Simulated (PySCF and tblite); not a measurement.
Results of a calculation; reference values are marked as such.
C₆H₁₀O, numbered as in [O:1]=[C:2]1[CH2:3][CH2:4][CH2:5][CH2:6][CH2:7]1.

Geometries GFN2-xTB; weights from PBE0-D3(BJ)/pcSseg-1 (IEF-PCM, chloroform) energies and GFN2-xTB thermal corrections, with symmetry numbers and mirror pairs. Conformers within 2.5 kcal/mol (GFN2-xTB free energy) were kept, 6 at most. GIAO shieldings: PBE0/pcSseg-1 (IEF-PCM, chloroform). Shifts are against TMS (¹H), TMS (¹³C) at the same level. Programs: PySCF with density fitting and tblite.

Question: List the conformer-averaged shifts at 298.15 K.

Answer: ¹H: 2.36 (H3/H7, 4H), 1.94 (H4/H6, 4H), 1.75 (H5, 2H) ppm. ¹³C: 221.1 (C2), 46.7 (C3/C7), 32.9 (C4/C6), 30.0 (C5) ppm.

Question: How do the conformers differ?

Answer: The 6-ring runs over atoms 2–3–4–5–6–7. Of a mirror pair one member is shown.
```csv
conformer,shape,weight %
1,6-ring chair,99.3
2,"6-ring twist-boat (ring torsions 63, -30, -30, 63, -30, -30°)",0.7
```

```tsv
signal	1	2	average
H3/H7	2.37	2.30	2.36
H4/H6	1.94	1.82	1.94
H5	1.75	1.79	1.75
C2	221.1	224.0	221.1
C3/C7	46.8	41.2	46.7
C4/C6	33.0	21.5	32.9
C5	30.1	21.8	30.0
```

Shifts are unscaled: against experiment ¹³C can be off by 15 ppm or more and ¹H by 0.8 ppm.
